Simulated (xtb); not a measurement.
CH₃O₂ (SMILES OC=[OH+]), charge +1, singlet, from a rough starting geometry; GFN2-xTB run with xtb.

Here is a job for xtb.
```
$ xtb mol.xyz --gfn 2 --chrg 1 --opt vtight --json

# file mol.xyz
6

O      1.19567305     0.27562622     0.22964875
C     -0.03350675     0.35277648     0.00148656
O     -0.72267212    -0.72337058    -0.08159162
H      1.60664190    -0.66148173     0.28054885
H     -0.35359360     1.34705450    -0.07504683
H     -1.63112413    -0.65585409    -0.29083861
```

Question: Write the output that xtb gives for this input, abridged.

Answer: 
```
   ID    Z sym.   atoms
    1    8 O      1, 3
    2    6 C      2
    3    1 H      4-6

           -------------------------------------------------
          |                Calculation Setup                |
           -------------------------------------------------

           -------------------------------------------------
          |                 G F N 2 - x T B                 |
           -------------------------------------------------

          ...................................................
          :                      SETUP                      :
          :.................................................:
          :  # basis functions                  15          :
          :  # atomic orbitals                  15          :
          :  # shells                            9          :
          :  # electrons                        18          :
          :  max. iterations                   250          :
          :  Hamiltonian                  GFN2-xTB          :
          :  restarted?                      false          :
          :  GBSA solvation                  false          :
          :  PC potential                    false          :
          :  electronic temp.          300.0000000     K    :
          :  accuracy                    1.0000000          :
          :  -> integral cutoff          0.2500000E+02      :
          :  -> integral neglect         0.1000000E-07      :
          :  -> SCF convergence          0.1000000E-05 Eh   :
          :  -> wf. convergence          0.1000000E-03 e    :
          :  Broyden damping             0.4000000          :
          :  net charge                          1          :
          :  unpaired electrons                  0          :
          ...................................................

 iter      E             dE          RMSdq      gap      omega  full diag
   1    -11.4033796 -0.114034E+02  0.538E+00    6.11       0.0  T
   2    -11.4064873 -0.310772E-02  0.304E+00    5.91       1.0  T
   3    -11.4065764 -0.890535E-04  0.639E-01    5.94       1.0  T
   4    -11.4069190 -0.342581E-03  0.131E-01    5.88       1.0  T
   5    -11.4069265 -0.750371E-05  0.445E-02    5.89       1.0  T
   6    -11.4069336 -0.718149E-05  0.139E-02    5.88       2.9  T
   7    -11.4069337 -0.187767E-07  0.488E-03    5.89       8.4  T
   8    -11.4069337 -0.834614E-07  0.107E-03    5.89      38.1  T
   9    -11.4069337 -0.970454E-09  0.430E-04    5.89      95.0  T
  10    -11.4069337 -0.377097E-09  0.121E-04    5.89     337.7  T

   *** convergence criteria satisfied after 10 iterations ***

         :::::::::::::::::::::::::::::::::::::::::::::::::::::
         ::                     SUMMARY                     ::
         :::::::::::::::::::::::::::::::::::::::::::::::::::::
         :: total energy             -11.306757080419 Eh    ::
         :: gradient norm              0.090356414299 Eh/a0 ::
         :: HOMO-LUMO gap              5.885519705461 eV    ::
         ::.................................................::
         :: SCC energy               -11.406933678738 Eh    ::
         :: -> isotropic ES            0.146175964660 Eh    ::
         :: -> anisotropic ES         -0.004741169445 Eh    ::
         :: -> anisotropic XC         -0.000236326778 Eh    ::
         :: -> dispersion             -0.001108246527 Eh    ::
         :: repulsion energy           0.100176598319 Eh    ::
         :: add. restraining           0.000000000000 Eh    ::
         :: total charge               1.000000000000 e     ::
         :::::::::::::::::::::::::::::::::::::::::::::::::::::

      -----------------------------------------------------------
     |                   =====================                   |
     |                        A N C O P T                        |
     |                   =====================                   |
     |               Approximate Normal Coordinate               |
[...]
 * total energy  :   -11.3067571 Eh     change       -0.5398171E-10 Eh
 * total energy  :   -11.3112459 Eh     change       -0.4488827E-02 Eh
 * total energy  :   -11.3121372 Eh     change       -0.8913178E-03 Eh
 * total energy  :   -11.3122163 Eh     change       -0.7903776E-04 Eh
 * total energy  :   -11.3122513 Eh     change       -0.3503830E-04 Eh
 * total energy  :   -11.3122558 Eh     change       -0.4455057E-05 Eh
 * total energy  :   -11.3122566 Eh     change       -0.8775451E-06 Eh
 * total energy  :   -11.3122568 Eh     change       -0.1622646E-06 Eh
 * total energy  :   -11.3122568 Eh     change       -0.1289333E-07 Eh
   *** GEOMETRY OPTIMIZATION CONVERGED AFTER 9 ITERATIONS ***
         :: total energy             -11.312256809091 Eh    ::
[...]
         :: total charge               1.000000000000 e     ::
         :::::::::::::::::::::::::::::::::::::::::::::::::::::

           -------------------------------------------------
          |                Property Printout                |
           -------------------------------------------------

    * Orbital Energies and Occupations

         #    Occupation            Energy/Eh            Energy/eV
      -------------------------------------------------------------
         1        2.0000           -1.0437962             -28.4031
         2        2.0000           -1.0187897             -27.7227
         3        2.0000           -0.9396065             -25.5680
         4        2.0000           -0.9197659             -25.0281
         5        2.0000           -0.8776743             -23.8827
         6        2.0000           -0.8757394             -23.8301
         7        2.0000           -0.8067932             -21.9540
         8        2.0000           -0.7747857             -21.0830
         9        2.0000           -0.7527379             -20.4830 (HOMO)
        10                         -0.5380863             -14.6421 (LUMO)
        11                         -0.1973341              -5.3697
        12                         -0.1891038              -5.1458
        13                         -0.0965429              -2.6271
        14                          0.1632049               4.4410
        15                          0.2307498               6.2790
      -------------------------------------------------------------
                  HL-Gap            0.2146516 Eh            5.8410 eV
             Fermi-level           -0.6454121 Eh          -17.5626 eV

     #   Z          covCN         q      C6AA      α(0)
     1   8 O        1.658    -0.148    16.547     5.491
     2   6 C        2.634     0.333    21.351     7.558
     3   8 O        1.659    -0.196    17.289     5.613
     4   1 H        0.802     0.420     0.450     1.054
     5   1 H        0.923     0.174     1.239     1.741
     6   1 H        0.803     0.417     0.454     1.059

 Mol. C6AA /au·bohr⁶  :        232.380388
 Mol. C8AA /au·bohr⁸  :       4910.689779
 Mol. α(0) /au        :         22.516585

Wiberg/Mayer (AO) data.
largest (>0.10) Wiberg bond orders for each atom

 ---------------------------------------------------------------------------
     #   Z sym  total        # sym  WBO       # sym  WBO       # sym  WBO
 ---------------------------------------------------------------------------
     1   8 O    2.503 --     2 C    1.511     4 H    0.788     3 O    0.179
     2   6 C    3.857 --     1 O    1.511     3 O    1.436     5 H    0.908
     3   8 O    2.451 --     2 C    1.436     6 H    0.804     1 O    0.179
     4   1 H    0.824 --     1 O    0.788
     5   1 H    0.970 --     2 C    0.908
     6   1 H    0.826 --     3 O    0.804
 ---------------------------------------------------------------------------

Topologies differ in total number of bonds
Writing topology from bond orders to xtbtopo.mol

molecular dipole:
                 x           y           z       tot (Debye)
 q only:       -0.233      -0.164      -0.023
   full:       -0.424      -0.213      -0.056       1.214
molecular quadrupole (traceless):
                xx          xy          yy          xz          yz          zz
 q only:        6.035      -1.291      -1.658       1.903      -0.267      -4.377
  q+dip:        6.181      -2.819      -1.702       1.962      -0.538      -4.479
   full:        6.041      -2.591      -2.275       1.804      -0.483      -3.766

optimized geometry written to: xtbopt.xyz

           -------------------------------------------------
          | TOTAL ENERGY              -11.312256809091 Eh   |
          | GRADIENT NORM               0.000016370873 Eh/α |
          | HOMO-LUMO GAP               5.840967518842 eV   |
           -------------------------------------------------

normal termination of xtb
```
